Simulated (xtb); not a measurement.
H$_{3}$Cl$_{2}$HfOSi (SMILES [SiH3][O][Hf+]([Cl])[Cl]), charge +1, singlet, at the geometry of the source list (GFN-xTB shapes and energies of metal compounds can be far from the true ones) (the multiplicity is a formal guess).

The xtb input:
```
$ xtb mol.xyz --gfn 2 --chrg 1 --uhf 0 --json

# file mol.xyz
8

Hf     0.95880000     0.02130000     1.49190000
Cl     0.32810000    -0.74760000     3.48090000
Cl     1.31160000     2.18530000     1.86010000
O     -0.33520000    -0.11840000     0.17100000
Si    -0.55710000    -0.29870000    -1.49290000
H     -0.08010000     0.97970000    -2.05070000
H     -1.97430000    -0.58950000    -1.66540000
H      0.34820000    -1.43220000    -1.79480000
```

Problem. What does this run give for the HOMO-LUMO gap, partial charges in atom order, total energy?

Solution. 
HOMO-LUMO gap: 1.92 eV
partial charges in atom order: Hf1 1.06, Cl2 -0.03, Cl3 -0.03, O4 -0.51, Si5 0.55, H6 -0.01, H7 0.00, H8 -0.03
total energy: -17.6475 Eh
